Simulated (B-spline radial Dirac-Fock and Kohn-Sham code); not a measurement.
Method: independent-particle rates on relativistic LDA orbitals of the hole state (multipoles up to L = 3, Coulomb Auger matrix elements, transition energies from Dirac-Fock). Computed with a B-spline atomic structure program. Free neutral atoms.

Q: Order these holes by natural width, smallest first.
A. N K (1s)
B. Tb K (1s)
C. Os K (1s)
D. Rh L2 (2p1/2)
E. Tc L3 (2p3/2)

A: A (0.100 eV), E (1.79 eV), D (2.13 eV), B (23.2 eV), C (43.2 eV).
